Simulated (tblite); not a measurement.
hexafluoroethane (C2F6), singlet, geometry from GFN2-xTB; GFN1-xTB (tblite).

Input for tblite:
```
$ tblite run mol.xyz --method gfn1 --charge 0 --spin 0 --guess eeq --json tblite.json --no-restart

# file mol.xyz
8

F      1.40411511    -0.28283952    -1.02131229
C      0.76712540    -0.06168844     0.12248110
F      1.24344065     1.05549696     0.65908857
F      1.02641252    -1.06809983     0.94881838
C     -0.76712540     0.06168844    -0.12248110
F     -1.02641252     1.06809983    -0.94881838
F     -1.24344065    -1.05549696    -0.65908857
F     -1.40411511     0.28283952     1.02131229
```

### Question
Write the output that tblite gives for this input, abridged.

### Answer

```
xTB calculator
 | screened Coulomb repulsion
 | Coulomb electrostatics
 |  * isotropic Klopman-Ohno-Mataga-Nishimoto electrostatics
 |  * onsite third-order electrostatics
 | DFT-D3(BJ) dispersion correction

halogen bonding energy    0.0000000000000E+00 Eh
repulsion energy          6.9285084692712E-02 Eh
dispersion energy        -1.8957720682875E-03 Eh
number of electrons       5.0000000000000E+01 e
integral cutoff           1.7350510997663E+01 bohr

------------------------------------------------------------
  cycle        total energy    energy error   density error
------------------------------------------------------------
      1     -34.92135070170  -3.4988740E+01   4.6738361E-01
      2     -35.08228435798  -1.6093366E-01   2.6387636E-01
      3     -35.08328666383  -1.0023059E-03   1.2728051E-01
      4     -35.08357112737  -2.8446354E-04   3.5817562E-03
      5     -35.08359983936  -2.8711991E-05   2.3245713E-04
      6     -35.08359995897  -1.1961107E-07   7.8669485E-05
      7     -35.08359997111  -1.2142529E-08   2.5990780E-07
------------------------------------------------------------

electronic energy        -3.5150989283738E+01 Eh
total energy             -3.5083599971114E+01 Eh

Post processing:
 | Mayer-Wiberg bond orders

[Info] JSON dump of results written to 'tblite.json'
```
